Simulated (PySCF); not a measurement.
M06 single point of singlet ZrO(OH)2 at its PBE0 minimum.

Input, equivalent to the run apart from its starting density:

```python
from pyscf import gto, scf, dft
mol = gto.M(atom='''
Zr     0.025997     0.146780     0.035697
O     -0.067022    -0.378404     1.703863
O      1.630260    -0.485153    -0.904837
O     -1.697718     0.104292    -0.904837
H      2.403152    -1.041977    -0.791825
H     -2.614839    -0.153200    -0.791825''',
    basis={'Zr': 'def2-SVP', 'O': 'def2-SVP', 'H': 'def2-SVP'},
    ecp={'Zr': 'def2-SVP'},
    charge=0, spin=0)
mf = dft.RKS(mol, xc='M06')
mf.grids.atom_grid = (90, 434)
aux = {'Zr': 'def2-universal-JKFIT', 'O': 'def2-universal-JKFIT', 'H': 'def2-universal-JKFIT'}
mf = mf.density_fit(auxbasis=aux)
mf.conv_tol = 1e-08
mf.diis_space = 10
mf.max_cycle = 60
mf.verbose = 4
mf.kernel()
```

Excerpt of the output:

```
init E= -273.766031535226
  HOMO = -0.299537918438804  LUMO = -0.0832391115087319  gap/eV = 5.88579
cycle= 1 E= -273.765721646406  delta_E= 0.00031  |g|= 0.0896  |ddm|= 0.104
  HOMO = -0.283604883807565  LUMO = -0.0892804234917612  gap/eV = 5.28784
cycle= 2 E= -273.758426010976  delta_E= 0.0073  |g|= 0.21  |ddm|= 0.191
  HOMO = -0.296457490709735  LUMO = -0.0842787553777278  gap/eV = 5.77368
cycle= 3 E= -273.76703292517  delta_E= -0.00861  |g|= 0.0357  |ddm|= 0.147
  HOMO = -0.294872105727712  LUMO = -0.0846692654807804  gap/eV = 5.71991
cycle= 4 E= -273.76729149445  delta_E= -0.000259  |g|= 0.00234  |ddm|= 0.0238
  HOMO = -0.295233391452502  LUMO = -0.0849731767058621  gap/eV = 5.72147
cycle= 5 E= -273.767292886782  delta_E= -1.39e-06  |g|= 0.000651  |ddm|= 0.00337
  HOMO = -0.295135951576395  LUMO = -0.0848855616676936  gap/eV = 5.72120
cycle= 6 E= -273.76729303429  delta_E= -1.48e-07  |g|= 8.3e-05  |ddm|= 0.000996
  HOMO = -0.295152287703748  LUMO = -0.0848851724234798  gap/eV = 5.72166
cycle= 7 E= -273.767293038557  delta_E= -4.27e-09  |g|= 3.88e-05  |ddm|= 0.000217
  HOMO = -0.295143028825753  LUMO = -0.0848862888035669  gap/eV = 5.72138
Extra cycle  E= -273.767293037924  delta_E= 6.33e-10  |g|= 7.56e-05  |ddm|= 9.4e-05
converged SCF energy = -273.767293037924
```

This run, together with those of the ionised and electron-attached species (not shown), took 21 s on 2 threads of a shared Arm Neoverse V2 host, with 83 basis functions; the process peaked at 1.1 GiB.
